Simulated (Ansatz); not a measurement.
`N#[C][Ge]([F])([C]#N)[C]#N` + H–F → `N#[C][Ge]([F])([F])[C]#N` + `C#N` at 700 K and 1 bar (ligand exchange at a Ge–C bond).

Gas-phase electronic energies from Ansatz, PBE0-D4/def2-TZVP geometries. CCSD(T)/CBS adds triple-zeta CCSD(T) − MP2 to the extrapolated MP2 energy (def2 sets, frozen cores). This one scheme is used for every species. For Ge outer-core shells are correlated without core-valence functions, which leaves a few kJ/mol of doubt a bond. Scalar relativity is left out up to krypton.

```tsv
species	CCSD(T)/CBS energy (Eh)	H − E (kJ/mol)	S (J/(mol·K))
`N#[C][Ge]([F])([C]#N)[C]#N`	-2454.14216	157.8	519.5
H–F	-100.39570	45.2	198.5
`N#[C][Ge]([F])([F])[C]#N`	-2461.23798	132.2	481.5
`C#N`	-93.32098	68.7	235.2
```

H − E and S are ideal-gas, rigid-rotor, harmonic terms from PBE0-D4/def2-TZVP. 1 Eh = 2625.50 kJ/mol, R = 8.31446 J/(mol·K).

Task: By hand: ΔE, ΔH, ΔS and ΔG.

Result: ΔE = (-2461.23798) + (-93.32098) − (-2454.14216) − (-100.39570) = -0.02110 Eh = -55.4 kJ/mol. Δ(H − E) = 132.2 + 68.7 − 157.8 − 45.2 = -2.1, so ΔH = -57.5 kJ/mol. ΔS = 481.5 + 235.2 − 519.5 − 198.5 = -1.3 J/(mol·K). ΔG = -57.5 − 700 × (-1.3)/1000 = -56.6 kJ/mol.

Task: By hand: the equilibrium constant, and the temperature at which ΔG would vanish if ΔH and ΔS stayed fixed.

Result: log₁₀ K = −ΔG/(RT ln 10) = 4.2. ΔG = 0 at ΔH/ΔS = 44231 K, far beyond where these terms or the molecules hold.

The number of gas molecules stays the same, so ΔS is small and ΔH decides. A doubt of 5 kJ/mol in ΔE shifts log₁₀ K by 0.4 here. These are equilibria of isolated gas molecules and say nothing of rates. Largest T1 diagnostic: 0.014 (customary marks: 0.02 for closed shells, 0.045 for open ones).
